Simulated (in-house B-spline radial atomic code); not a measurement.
# Ionising Ir7+ with different functionals

Computed with a radial B-spline atomic code at the basis-set limit: scalar-relativistic (spin-free X2C) Hamiltonian, Fermi nucleus of rms radius 5.4032 fm, spin-polarised at highest spin, spherical fractional occupations for the functionals, the average over the highest-spin determinants for Hartree-Fock. The ionisation energy is the difference of two self-consistent energies, [Xe] 4f14 5d2 → [Xe] 4f14 5d1, without Breit or QED terms; ε is the level of the shell that loses the electron (its least bound occupied spin orbital). There is no spin-orbit coupling in this Hamiltonian.

Hybrids are left out here: with spherical fractional occupations of an open shell their exact exchange keeps a self-interaction that integer-occupation calculations don't have.

| method | rung | ΔSCF (eV) | -ε(5d) (eV) |
| --- | --- | --- | --- |
| Hartree-Fock | Hartree-Fock | 104.18 | 104.68 |
| LDA VWN5 | LDA | 105.52 | 97.40 |
| LDA PW92 | LDA | 105.51 | 97.39 |
| LDA exchange-only | LDA | 103.92 | 95.86 |
| PBE | GGA | 105.24 | 97.16 |
| PBEsol | GGA | 105.27 | 97.20 |
| BLYP | GGA | 105.10 | 96.98 |
| RPBE | GGA | 105.17 | 97.10 |
| PW91 | GGA | 105.34 | 97.25 |
| BP86 | GGA | 105.30 | 97.22 |
| AM05 | GGA | 105.28 | 97.20 |
| OLYP | GGA | 105.58 | 97.49 |
| TPSS | meta-GGA | ? | ? |
| SCAN | meta-GGA | 105.20 | 97.21 |
| r2SCAN | meta-GGA | 105.19 | 97.24 |
| revTPSS | meta-GGA | ? | ? |

**Question.** What does revTPSS give?

**Answer.** ΔSCF 105.15 eV, and -ε(5d) = 97.11 eV.

**Question.** What does TPSS give?

**Answer.** ΔSCF 105.13 eV, and -ε(5d) = 97.08 eV.

**Question.** How do they compare with the NIST value?

**Answer.** NIST lists 105 eV ± 2.1 (tabulated theory, ground level to ground level). Errors run from -1.08 to +0.58 eV; all lie within about twice that uncertainty, so the table can't rank the methods. Hartree-Fock also lacks correlation.
